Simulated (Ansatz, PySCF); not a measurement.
C₃H₉ClOSi, SMILES CC(C)(O)[SiH2]Cl.

The structure is a stationary point at PBE-D3(BJ)/def2-SVP. Other conformers were not sampled.

Vertical ionisation energy (IE) and electron affinity (EA) in eV. Rows of orbital energies are one-electron estimates. Where ΔSCF, EOM or ADC give a negative EA the extra electron is unbound and the value depends on the basis.

```
level                                                                       IE     EA
------------------------------------------------------------------------  ----  -----
−ε(HOMO), −ε(LUMO), r2SCAN/def2-TZVP (PySCF)                               ___    ___
−ε(HOMO), −ε(LUMO), PBE/def2-TZVP (PySCF)                                 6.07   0.93
ΔSCF, CAM-B3LYP/def2-SVPD (Ansatz), final states of multiplicity 2 and 2  9.70  -1.31
ΔSCF, PBE/def2-SVPD (Ansatz), final states of multiplicity 2 and 2        9.15  -0.97
```

Fill in the missing entries. (The exact figures need the calculation; the answer reports its results.)


- −ε(HOMO), −ε(LUMO), r2SCAN/def2-TZVP (PySCF), IE: 6.35
- −ε(HOMO), −ε(LUMO), r2SCAN/def2-TZVP (PySCF), EA: 0.57

What vertical singlet–triplet gap does ΔSCF give with CAM-B3LYP/def2-SVPD (Ansatz, an electronic-structure program) and with PBE/def2-SVPD (Ansatz)? (An estimate is asked for; the answer gives what the named calculation found.)

6.29 and 5.44 eV (triplet above singlet where positive).
